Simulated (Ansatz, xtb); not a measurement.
## Relative energy of two isomers of C3H9ClSi

Structure X: `C[C@@H](Cl)C[SiH3]`, a singlet. Structure Y: `CC[C@@H]([SiH3])Cl`, a singlet. Both are isolated molecules in the gas phase, relaxed with r2SCAN-D4/def2-SVP; each stands in its lowest conformer found.

X (Å):

```yaml
atoms:
  - { symbol: C, position_ang: [-0.5580, -0.8640, 0.4994] }
  - { symbol: C, position_ang: [-1.1387, 0.3570, -0.1856] }
  - { symbol: C, position_ang: [-0.7395, 1.6777, 0.4573] }
  - { symbol: Cl, position_ang: [-2.9663, 0.2143, -0.1921] }
  - { symbol: Si, position_ang: [-1.5402, 3.2296, -0.2873] }
  - { symbol: H, position_ang: [0.5431, -0.8129, 0.4713] }
  - { symbol: H, position_ang: [-0.8771, -1.7907, 0.0007] }
  - { symbol: H, position_ang: [-0.8771, -0.9057, 1.5522] }
  - { symbol: H, position_ang: [-0.8716, 0.3606, -1.2549] }
  - { symbol: H, position_ang: [0.3585, 1.7800, 0.3690] }
  - { symbol: H, position_ang: [-0.9611, 1.6453, 1.5396] }
  - { symbol: H, position_ang: [-1.5724, 3.1129, -1.7772] }
  - { symbol: H, position_ang: [-0.7004, 4.4125, 0.0777] }
  - { symbol: H, position_ang: [-2.9193, 3.4559, 0.2277] }
```

Y (Å):

```csv
atom,x (Å),y (Å),z (Å)
C,1.9028,2.4434,0.0623
C,0.6909,1.5299,-0.0758
C,1.0306,0.0725,-0.3647
Cl,1.9172,-0.0814,-1.9618
Si,-0.4711,-1.0867,-0.4884
H,2.5634,2.1058,0.8777
H,1.5946,3.4769,0.2825
H,2.4914,2.4522,-0.8674
H,0.0170,1.9053,-0.8666
H,0.1033,1.5413,0.8622
H,1.7421,-0.3087,0.3885
H,-1.3623,-0.6101,-1.5847
H,-0.0139,-2.4779,-0.7614
H,-1.2210,-1.0555,0.8072
```

Quicker runs give these differences E(Y) − E(X): GFN2-xTB +2.1 kcal/mol; HF/STO-3G +0.8 kcal/mol (at GFN2-xTB geometries); r2SCAN-D4/def2-SVP//GFN2-xTB +3.3 kcal/mol.

Q: Estimate E(Y) − E(X) at the level CCSD(T)/def2-SVP + ΔMP2/def2-TZVPP.

A: Calculated at CCSD(T)/def2-SVP + ΔMP2/def2-TZVPP: E(Y) − E(X) = +3.0 kcal/mol, so structure X lies lower.

How the difference moves with the method:

```
                             level            geometry  E(Y) − E(X) (kcal/mol)  departure from the last row (kcal/mol)  job, with rough time for the two
                          GFN2-xTB            GFN2-xTB                      +2.1                                    −0.9               optimisation, 0.2 s
                         HF/STO-3G            GFN2-xTB                      +0.8                                    −2.2               single point, 0.4 s
      r2SCAN-D4/def2-SVP//GFN2-xTB            GFN2-xTB                      +3.3                                    +0.3                 single point, 3 s
                r2SCAN-D4/def2-SVP  r2SCAN-D4/def2-SVP                      +3.3                                    +0.3                optimisation, 27 s
                       HF/def2-SVP  r2SCAN-D4/def2-SVP                      +3.0                                     0.0           part of the CCSD(T) run
                      MP2/def2-SVP  r2SCAN-D4/def2-SVP                      +3.5                                    +0.5           part of the CCSD(T) run
                  CCSD(T)/def2-SVP  r2SCAN-D4/def2-SVP                      +3.2                                    +0.2                      single point
CCSD(T)/def2-SVP + ΔMP2/def2-TZVPP  r2SCAN-D4/def2-SVP                      +3.0                                                        single point, 32 s
```

As drawn, both hold the same kinds of bond in the same numbers.

None of the levels shown reverses the order. The largest departure from CCSD(T)/def2-SVP + ΔMP2/def2-TZVPP is that of HF/STO-3G, 2.2 kcal/mol. The last row adds to CCSD(T) the change of the MP2 difference between the two basis sets, here −0.2 kcal/mol.

With thermal terms from frequencies at re-optimised GFN2-xTB minima (ideal gas, soft modes damped towards free rotors, one conformer each, 298.15 K, 1 atm): on the last row, ΔE + ΔZPE = +3.1, ΔH = +3.2, ΔG = +3.0 kcal/mol.

The correlated steps freeze 13 core orbitals. Run with Ansatz 0.2.0, xtb 6.7.1; the last row on 2 threads of Intel(R) Xeon(R) 6975P-C (Granite Rapids) on a shared host.
